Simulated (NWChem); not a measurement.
C$_{4}$H$_{3}$N; SMILES C=C=CC#N

Program: NWChem. Medium grid unless said otherwise, to which SCAN and Minnesota functionals are sensitive. Coordinates come from a PBE0/def2-SVP optimisation. B3LYP is NWChem's, with the RPA form of VWN correlation.

Q: Among these, which level gives the highest value of “orbital gap (eV)”?
A) SCAN/def2-SVP
B) Hartree-Fock/def2-SVP
C) TPSSh/def2-SVP
D) TPSS/def2-SVP

A: B, Hartree-Fock/def2-SVP. Values: TPSS/def2-SVP 4.85; SCAN/def2-SVP 5.09; TPSSh/def2-SVP 5.67; Hartree-Fock/def2-SVP 13.20
